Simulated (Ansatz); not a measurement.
## Cost against result

Saddle point of Al$_{2}$BH$_{4}$Cl$_{3}$O$_{5}$, closed shell (Al₂BH₄Cl₃O₅ ([OH][Al]1([OH])[O][Al]2([OH])[OH][B]([Cl])([Cl]1)[Cl]2) → Al₂BH₄Cl₃O₅ ([OH][Al]([OH])([ClH])[O][Al]1([OH])[O][B]([Cl])[Cl]1); bonds formed: Cl2–H5; dative contacts that become bonds: B1–O6; bonds broken: B1–Cl2, H5–O6), PBE0-D4/def2-TZVP structure:

B1  (-1.751, 1.299, 0.379)
Cl2  (-0.851, -0.985, 1.689)
Cl3  (-1.653, 0.963, -1.360)
Cl4  (-3.230, 1.507, 1.210)
H5  (-0.317, 0.998, 1.604)
O6  (-0.489, 1.679, 0.884)
Al7  (0.706, 1.344, -0.562)
O8  (1.102, 2.825, -1.236)
O9  (1.388, -0.127, -0.305)
Al10  (0.647, -1.672, 0.026)
O11  (1.591, -2.926, 0.692)
O12  (-0.350, -2.078, -1.314)
H13  (1.831, 2.990, -1.829)
H14  (2.050, -2.845, 1.524)
H15  (-0.675, -2.972, -1.402)
(Å)

Barriers are electronic and count from the start structure reached by relaxing down the imaginary mode.

Program: Ansatz 0.2.0. Basis: as named in each row. Cores are frozen in the correlated methods. B3LYP uses VWN-RPA correlation. Extrapolation: Hartree–Fock as exp(−7.88 √X), correlation as X^−2.97.

Times are rough, for one single point on 4 threads of a shared host (AMD EPYC 7R13), with one NVIDIA H100 (or a share of it) where marked.

The estimate by CCSD(T) at an estimated basis limit (MP2 extrapolated from triple and quadruple zeta, plus CCSD(T) − MP2 in triple zeta) is 86.1 kJ/mol.

| method | basis | time (s) | barrier (kJ/mol) | method less estimate |
| --- | --- | --- | --- | --- |
| HF | STO-3G | under 1 | 180.5 | 94.5 |
| PBE-D4 | STO-3G | 2 | 114.7 | 28.6 |
| SPW92 | def2-SVP | 2 | 80.3 | -5.8 |
| PBE-D4 | def2-SVP | 2 | 78.6 | -7.5 |
| B3LYP-D4 | 6-31G | 3 | 94.9 | 8.9 |
| PBE0-D4 | def2-SVP | 4 | 89.1 | 3.0 |
| r2SCAN0-D4 | def2-TZVPP | 4 (H100) | 85.3 | -0.8 |
| PBE-D4 | def2-TZVPP | 4 (H100) | 76.6 | -9.5 |
| SPW92 | def2-TZVPP | 4 (H100) | 78.0 | -8.1 |
| BLYP-D4 | def2-TZVPP | 5 (H100) | 68.1 | -18.0 |
| wB97M-V | def2-TZVPP | 6 (H100) | 84.1 | -1.9 |
| B2PLYP | def2-TZVPP | 6 (H100) | 80.0 | -6.1 |
| PBE0-D4 | def2-TZVPP | 6 (H100) | 86.0 | -0.1 |
| BHLYP-D4 | def2-TZVPP | 6 (H100) | 83.7 | -2.4 |
| r2SCAN-D4 | def2-TZVPP | 6 (H100) | 78.2 | -7.9 |
| B3LYP-D4 | def2-TZVPP | 6 (H100) | 76.1 | -10.0 |
| wB97X-V | def2-TZVPP | 6 (H100) | 87.8 | 1.7 |
| B97M-V | def2-TZVPP | 7 (H100) | 77.8 | -8.2 |
| RPA on PBE | def2-TZVPP | 7 (H100) | 87.2 | 1.1 |
| CAM-B3LYP-D4 | def2-TZVPP | 8 (H100) | 80.9 | -5.1 |
| PBE-QIDH | def2-TZVPP | 8 (H100) | 91.2 | 5.1 |
| CCSD(T) | def2-SVP | 11 (H100) | 88.8 | 2.7 |
| MP2 | def2-QZVPP | 11 (H100) | 89.1 | 3.1 |
| wB97M-V | def2-SVP | 13 | 86.8 | 0.8 |
| CCSD(T) | def2-TZVPP | 41 (H100) | 85.7 | -0.4 |

All methods are single points on the PBE0-D4 structures.

No T1 diagnostic of these runs exceeds 0.013.

The step is the kind of ligand exchange by which a precursor binds to a hydroxyl group, or is hydrolysed, in atomic layer deposition of oxides. Here a small cluster stands in for the surface site.

Labels in which every atom is bracketed show which atoms are joined, not bond orders.
